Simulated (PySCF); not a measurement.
C₃H₈O₂Si, SMILES C(=O)[SiH2]COC. Atoms are numbered in the order given.

```xyz
14

C      2.9083    -0.3130    -0.1987
O      1.5340    -0.4061     0.0759
C      0.9312     0.8240     0.4225
Si    -0.9026     0.4307     0.7242
C     -1.5689    -0.5228    -0.8241
O     -2.7502    -0.6077    -1.0724
H      3.1112     0.3683    -1.0495
H      3.4767     0.0564     0.6783
H      3.2698    -1.3189    -0.4567
H      1.0380     1.5713    -0.3938
H      1.4071     1.2759     1.3189
H     -1.0529    -0.4575     1.9113
H     -1.6982     1.6752     0.9199
H     -0.8091    -1.0192    -1.4930
```

Coordinates come from a B3LYP-D3(BJ)/def2-SVP optimisation. The structure was generated by enumeration, and PubChem lists no compound with its InChIKey, so it may never have been made. The values are those of a single conformer.

Two levels are set side by side: PBE/pcSseg-1 (PySCF) and PBE0/pcSseg-1 (PySCF). GIAO shifts against H2O (¹⁷O), TMS (²⁹Si), TMS (¹H), TMS (¹³C) at the same level; non-relativistic, no solvent, atoms listed together averaged. Differences are taken from unrounded values.

```csv
quantity,PBE
δ(¹³C) of C1 (ppm),69.0
δ(¹⁷O) of O2 (ppm),20.2
δ(¹³C) of C3 (ppm),66.2
δ(²⁹Si) of Si4 (ppm),-71.6
δ(¹³C) of C5 (ppm),246.3
δ(¹⁷O) of O6 (ppm),954.2
δ(¹H) of H14 (ppm),12.78
```

**Question.** These are the PBE values. What does PBE0 give? (An estimate is asked for; the answer gives what the named calculation found.)

**Answer.** 
```tsv
quantity	PBE0	PBE minus PBE0
δ(¹³C) of C1 (ppm)	66.6	2.4
δ(¹⁷O) of O2 (ppm)	4.0	16.2
δ(¹³C) of C3 (ppm)	62.8	3.3
δ(²⁹Si) of Si4 (ppm)	-64.5	-7.2
δ(¹³C) of C5 (ppm)	247.1	-0.8
δ(¹⁷O) of O6 (ppm)	971.6	-17.4
δ(¹H) of H14 (ppm)	12.46	0.32
```

Rough cost on one machine, each run with all the roots and properties that it gave: PBE0 against PBE within a factor of 2.
